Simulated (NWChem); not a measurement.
System: CH₃ClF₂OSi; SMILES CO[Si](F)(F)Cl

```xyz
9

C     -1.0281     2.2320    -0.0666
O      0.0573     1.4496     0.4356
Si     0.4435    -0.0666     0.0272
F      1.0849    -0.1561    -1.4295
F      1.5296    -0.5821     1.0643
Cl    -1.1794    -1.3105     0.0660
H     -1.1008     3.1252     0.5570
H     -0.8390     2.5317    -1.1030
H     -1.9709     1.6772    -0.0117
```
Atoms are numbered in this order, from 1.

Computed with NWChem. Pople sets run with spherical d functions. Coordinates come from a B3LYP/6-31G* (spherical d) optimisation. B3LYP is NWChem's, with the RPA form of VWN correlation. Atomic charges in e: unrestrained fits to the electrostatic potential beside Mulliken populations; buried atoms are poorly determined by the fit.

For level Hartree-Fock/6-31G*:

```yaml
Mulliken C1: -0.17
ESP O2: -0.55
Mulliken O2: -0.74
ESP Si3: 1.26
Mulliken Si3: 1.70
Mulliken F4: -0.51
Mulliken F5: -0.50
```

What are these values for level B3LYP/def2-SVP?

The Mulliken C1 is 0.20 and the ESP O2 is -0.44. The Mulliken O2 is -0.47 and the ESP Si3 comes out as 1.01. The Mulliken Si3 is 1.02, the Mulliken F4 comes out as -0.31 and the Mulliken F5 is -0.30.
